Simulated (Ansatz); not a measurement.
CH$_{6}$FNOSi (`N[SiH2]C(O)F`), relaxed with RKS PBE0-D4/def2-TZVP in the Gaussian-basis code of Ansatz from a PBE-D4/def2-SVP geometry. The force threshold is 0.005 eV/Å; the program also tests the step.

Total charge 0; spin multiplicity 1.

Start:

```xyz
11

N    -1.340    0.208    0.616
Si   -0.100    0.820   -0.492
C     1.166   -0.620   -0.302
O     1.173   -1.004    1.018
F     0.650   -1.658   -1.136
H    -1.982   -0.498    0.239
H    -1.873    0.891    1.162
H     0.388    2.113    0.098
H    -0.544    1.027   -1.914
H     2.215   -0.448   -0.628
H     0.247   -0.830    1.339
```

**Question.** By how much does the energy fall, and how many steps does the optimiser take? (Best estimate.)

**Answer.** The calculation gave: 7.55 kJ/mol, in 8 steps.

**Question.** Which bonds change most? (Estimate.)

**Answer.** Ansatz gave: N1–Si2 from 1.771 to 1.730 Å; O4–H11 from 0.995 to 0.970 Å; C3–F5 from 1.428 to 1.408 Å; C3–H10 from 1.112 to 1.093 Å.

**Question.** Give the relaxed structure. (An estimate is asked.)

**Answer.** Computed: 
```xyz
11

N    -1.410    0.263    0.568
Si   -0.135    0.792   -0.473
C     1.155   -0.606   -0.306
O     1.229   -1.022    1.000
F     0.716   -1.665   -1.123
H    -2.073   -0.420    0.231
H    -1.870    0.934    1.162
H     0.393    2.058    0.096
H    -0.517    0.979   -1.898
H     2.171   -0.373   -0.637
H     0.340   -0.941    1.381
```
